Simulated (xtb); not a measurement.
C₃H₁₀N, charge +1, singlet, from a rough starting geometry; xtb with GFN2-xTB.

xtb was given this input:
```
$ xtb mol.xyz --gfn 2 --chrg 1 --opt vtight --json

# file mol.xyz
14

N     -0.01875892    -0.00614740     0.42355469
C     -0.04021528     1.34148204    -0.05115214
C      1.24002679    -0.72246908    -0.05965193
C     -1.19541604    -0.67820127    -0.08990480
H      0.01349948     1.44128665    -1.16802745
H      0.82934319     1.91632458     0.26552043
H     -0.89094587     1.90782529     0.30949353
H      1.24917255    -0.68511179    -1.14023422
H      1.13909332    -1.73275510     0.29171913
H      2.13582038    -0.19877430     0.33082684
H     -1.24972223    -0.73345974    -1.17082875
H     -2.13787022    -0.18657081     0.31912573
H     -1.14489550    -1.76062061     0.27219980
H      0.01455195    -0.00459689     1.37812847
```

The log (banner, timings and long lists left out):

```
   ID    Z sym.   atoms
    1    7 N      1
    2    6 C      2-4
    3    1 H      5-14

           -------------------------------------------------
          |                Calculation Setup                |
           -------------------------------------------------

           -------------------------------------------------
          |                 G F N 2 - x T B                 |
           -------------------------------------------------

          ...................................................
          :                      SETUP                      :
          :.................................................:
          :  # basis functions                  26          :
          :  # atomic orbitals                  26          :
          :  # shells                           18          :
          :  # electrons                        26          :
          :  max. iterations                   250          :
          :  Hamiltonian                  GFN2-xTB          :
          :  restarted?                      false          :
          :  GBSA solvation                  false          :
          :  PC potential                    false          :
          :  electronic temp.          300.0000000     K    :
          :  accuracy                    1.0000000          :
          :  -> integral cutoff          0.2500000E+02      :
          :  -> integral neglect         0.1000000E-07      :
          :  -> SCF convergence          0.1000000E-05 Eh   :
          :  -> wf. convergence          0.1000000E-03 e    :
          :  Broyden damping             0.4000000          :
          :  net charge                          1          :
          :  unpaired electrons                  0          :
          ...................................................

 iter      E             dE          RMSdq      gap      omega  full diag
   1    -14.1099484 -0.141099E+02  0.340E+00   11.75       0.0  T
   2    -14.2040029 -0.940546E-01  0.234E+00   10.93       1.0  T
   3    -14.2049713 -0.968368E-03  0.148E+00   10.82       1.0  T
   4    -14.2052546 -0.283328E-03  0.133E-01   10.83       1.0  T
   5    -14.2052675 -0.129088E-04  0.696E-02   10.81       1.0  T
   6    -14.2052686 -0.100224E-05  0.110E-02   10.82       2.4  T
   7    -14.2052687 -0.120450E-06  0.376E-03   10.82       7.1  T
   8    -14.2052687 -0.152239E-07  0.541E-04   10.82      49.4  T
   9    -14.2052687 -0.161521E-09  0.206E-04   10.82     129.7  T

[...]
         :: total energy             -14.003925168006 Eh    ::
 * total energy  :   -14.0039252 Eh     change       -0.3270451E-10 Eh
 * total energy  :   -14.0171154 Eh     change       -0.1319019E-01 Eh
 * total energy  :   -14.0187666 Eh     change       -0.1651201E-02 Eh
 * total energy  :   -14.0188874 Eh     change       -0.1208370E-03 Eh
 * total energy  :   -14.0189188 Eh     change       -0.3144956E-04 Eh
 * total energy  :   -14.0189246 Eh     change       -0.5801273E-05 Eh
 * total energy  :   -14.0189260 Eh     change       -0.1307720E-05 Eh
 * total energy  :   -14.0189264 Eh     change       -0.4468060E-06 Eh
 * total energy  :   -14.0189265 Eh     change       -0.1255182E-06 Eh
 * total energy  :   -14.0189265 Eh     change       -0.1836201E-07 Eh
   *** GEOMETRY OPTIMIZATION CONVERGED AFTER 10 ITERATIONS ***
         :: total energy             -14.018926542689 Eh    ::
[...]
    14   1 H        0.859     0.233     0.951     1.527

 Mol. C6AA /au·bohr⁶  :        983.519030
 Mol. C8AA /au·bohr⁸  :      20043.245200
 Mol. α(0) /au        :         46.860230

Wiberg/Mayer (AO) data.
largest (>0.10) Wiberg bond orders for each atom

 ---------------------------------------------------------------------------
     #   Z sym  total        # sym  WBO       # sym  WBO       # sym  WBO
 ---------------------------------------------------------------------------
     1   7 N    3.789 --     2 C    0.958     4 C    0.958     3 C    0.958
                            14 H    0.914
     2   6 C    3.912 --     7 H    0.974     6 H    0.974     5 H    0.974
                             1 N    0.958
     3   6 C    3.912 --    10 H    0.974     9 H    0.974     8 H    0.974
                             1 N    0.958
     4   6 C    3.912 --    13 H    0.974    12 H    0.974    11 H    0.974
                             1 N    0.958
     5   1 H    0.987 --     2 C    0.974
     6   1 H    0.988 --     2 C    0.974
     7   1 H    0.988 --     2 C    0.974
     8   1 H    0.987 --     3 C    0.974
     9   1 H    0.988 --     3 C    0.974
    10   1 H    0.988 --     3 C    0.974
    11   1 H    0.987 --     4 C    0.974
    12   1 H    0.988 --     4 C    0.974
    13   1 H    0.988 --     4 C    0.974
    14   1 H    0.946 --     1 N    0.914
 ---------------------------------------------------------------------------

Topologies differ in total number of bonds
Writing topology from bond orders to xtbtopo.mol

molecular dipole:
                 x           y           z       tot (Debye)
 q only:       -0.009      -0.015       0.346
   full:       -0.010      -0.015       0.533       1.356
molecular quadrupole (traceless):
                xx          xy          yy          xz          yz          zz
 q only:        0.930       0.000       0.931       0.008      -0.001      -1.860
  q+dip:       -0.046      -0.000      -0.045      -0.007      -0.011       0.091
   full:        0.277       0.000       0.278      -0.003      -0.009      -0.555

optimized geometry written to: xtbopt.xyz

           -------------------------------------------------
          | TOTAL ENERGY              -14.018926542689 Eh   |
          | GRADIENT NORM               0.000040531081 Eh/α |
          | HOMO-LUMO GAP              11.391270247684 eV   |
           -------------------------------------------------

normal termination of xtb
```
